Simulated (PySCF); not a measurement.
A geometry optimisation on `[Cl][Al-]([Cl])([Cl])[Cl]` ([AlCl4]-).

Computed with PBE0-D3(BJ)/def2-SVP geometry optimisation, gas phase (PySCF 2.14.0). Start geometry: GFN2-xTB. The input is one job of a driver script: a line of settings, then coordinates in Å.

Input:
```
{"job": {"xc": "PBE0", "basis": "def2-SVP", "d3": "d3bj", "grid": 1, "maxiter": 40, "kind": "geom"}, "charge": -1, "multiplicity": 1}
Al    -0.000240     0.000310     0.000830
Cl     0.009750    -0.017320     2.115030
Cl     1.989000     0.009820    -0.715840
Cl    -1.003560     1.730380    -0.685600
Cl    -0.994960    -1.723190    -0.714420
```

Output:
```
step   0  E = -2082.25533548  max force = 0.015710
step   1  E = -2082.25776340  max force = 0.003996
step   2  E = -2082.25794581  max force = 0.000341
step   3  E = -2082.25794757  max force = 0.000167
optimisation converged
```

Energies in Eh; «max force» is the largest Cartesian gradient component in Eh/bohr.

**Question.** Give the first gradient maximum in eV/Å.

**Answer.** With 1 Eh/bohr = 51.422 eV/Å, 0.808 eV/Å.

**Question.** How much energy does the optimisation release, in kcal/mol?

**Answer.** E(step 0) − E(last step) = 0.002612 Eh, which is 1.6 kcal/mol.

Summary of the converged run: final energy -2082.25795 Eh after 3 steps.

**Question.** Give the final coordinates.

**Answer.** 0.042 Å rms from the input after alignment:
```
atom  x, y, z in Å
Al1   -0.0032    0.0004    0.0033
Cl2   -0.0058   -0.0243    2.1650
Cl3    2.0349    0.0098   -0.7090
Cl4   -1.0176    1.7723   -0.7080
Cl5   -1.0083   -1.7582   -0.7514
```

Hardware: one thread of an x86-64 server, no GPU, on a shared host. Cost: 14 s.
Labels such as C1 count atoms from 1, the log's own numbers from 0.
